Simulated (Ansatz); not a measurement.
Total energies of C2H7GaN2, SMILES `C[N]1C[NH][GaH]1`.

```xyz
12

C     1.293   -0.926   -0.676
N     0.221   -0.041   -0.356
C    -0.138    0.203    1.031
N    -1.463    0.798    0.887
Ga   -1.328    0.741   -0.961
H     1.149   -1.934   -0.259
H     2.260   -0.556   -0.305
H     1.382   -1.030   -1.760
H     0.576    0.874    1.536
H    -0.169   -0.740    1.603
H    -1.703    1.539    1.525
H    -2.079    1.072   -2.264
```

The species carries charge 0 and has multiplicity 1. Correlated methods include outer-core shells of Ga, which these sets cover unevenly. Scalar relativity is left out up to krypton. The geometry is a stationary point of PBE0-D4/def2-TZVP. Basis def2-TZVPP, the Gaussian-basis code of Ansatz.

RPA on PBE orbitals: Hartree–Fock energy of these orbitals -2111.92887 Eh, correlation -1.58509 Eh (frozen core).

```json
{"functional": "LDA (SPW92)", "energy without D4 (Eh)": "-2110.17772", "D4 term (kJ/mol)": "–"}
{"functional": "PBE", "energy without D4 (Eh)": "-2114.30735", "D4 term (kJ/mol)": "-26.1"}
{"functional": "revPBE", "energy without D4 (Eh)": "-2114.63956", "D4 term (kJ/mol)": "-83.0"}
{"functional": "BLYP", "energy without D4 (Eh)": "-2114.82734", "D4 term (kJ/mol)": "-57.8"}
{"functional": "r2SCAN", "energy without D4 (Eh)": "-2114.71912", "D4 term (kJ/mol)": "-6.3"}
{"functional": "B97M-V", "energy without D4 (Eh)": "-2114.45350", "D4 term (kJ/mol)": "–"}
{"functional": "B3LYP", "energy without D4 (Eh)": "-2114.89303", "D4 term (kJ/mol)": "-42.1"}
{"functional": "r2SCANh", "energy without D4 (Eh)": "-2114.69826", "D4 term (kJ/mol)": "-6.7"}
{"functional": "r2SCAN0", "energy without D4 (Eh)": "-2114.66885", "D4 term (kJ/mol)": "-7.4"}
{"functional": "HSE06 (plane-wave form)", "energy without D4 (Eh)": "-2114.35151", "D4 term (kJ/mol)": "-20.4"}
{"functional": "BHLYP", "energy without D4 (Eh)": "-2114.69212", "D4 term (kJ/mol)": "-31.9"}
{"functional": "CAM-B3LYP", "energy without D4 (Eh)": "-2114.86299", "D4 term (kJ/mol)": "-22.2"}
{"functional": "ωB97X-V", "energy without D4 (Eh)": "-2114.60556", "D4 term (kJ/mol)": "–"}
{"functional": "PBE-QIDH", "energy without D4 (Eh)": "-2114.00009", "D4 term (kJ/mol)": "–"}
```

Question: Give the same for PBE0, LC-ωPBE, ωB97M-V, B2PLYP. (Estimate.)

Answer: Ansatz gave: 
```
functional  energy without D4 (Eh)  D4 term (kJ/mol)
      PBE0             -2114.36233             -21.9
   LC-ωPBE             -2114.47266                 –
   ωB97M-V             -2114.64929                 –
    B2PLYP             -2114.31350                 –
```

B3LYP takes the VWN-RPA correlation (the form of Gaussian; ORCA's B3LYP/G). HSE06 is the plane-wave form, built on full-range PBE exchange. The double hybrids freeze the cores in their second-order part.

LC-ωPBE has ω = 0.4 bohr⁻¹.
